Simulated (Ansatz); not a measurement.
Reactions of C$_{2}$H$_{8}$OSSn, SMILES `C[O][SnH2][S]C`.

Gas-phase electronic energies from Ansatz, PBE0-D4/def2-TZVP geometries. CBS: MP2 limit from def2 TZ/QZ plus the TZ coupled-cluster correction, frozen cores. This one scheme is used for every species. Double bonds are as drawn, so ΔE can hold a change between cis and trans. DFT in def2-TZVPP. Elements past krypton have def2 core potentials. For Sn outer-core shells are correlated without core-valence functions, which leaves a few kJ/mol of doubt a bond. Each species was taken in one conformer, which may not be the lowest.

```json
{"reaction": "`C[O][SnH2][S]C` + `O=C(O)O` → `C[O][SnH2][OH]` + `CSC(=O)O`", "r2SCAN-D4 (eV)": "0.54", "PBE0-D4 (eV)": "0.64", "CCSD(T)/CBS(def2) (eV)": "0.52"}
{"reaction": "`C[O][SnH2][S]C` + `C/C(Cl)=C/F` → `C[S][SnH2][Cl]` + `CO/C(C)=C\\F`", "r2SCAN-D4 (eV)": "-0.87", "PBE0-D4 (eV)": "-0.89", "CCSD(T)/CBS(def2) (eV)": "-0.80"}
{"reaction": "`C[O][SnH2][S]C` + CH₃OH → `C[S][SnH3]` + `COCO`", "r2SCAN-D4 (eV)": "0.47", "PBE0-D4 (eV)": "0.42", "CCSD(T)/CBS(def2) (eV)": "0.58"}
{"reaction": "`C[O][SnH2][S]C` + `COB(O)Cl` → `COB(Cl)OC` + `C[O][SnH2][SH]`", "r2SCAN-D4 (eV)": "0.38", "PBE0-D4 (eV)": "0.40", "CCSD(T)/CBS(def2) (eV)": "0.40"}
```

Largest T1 diagnostic: 0.015, for `CSC(=O)O`.
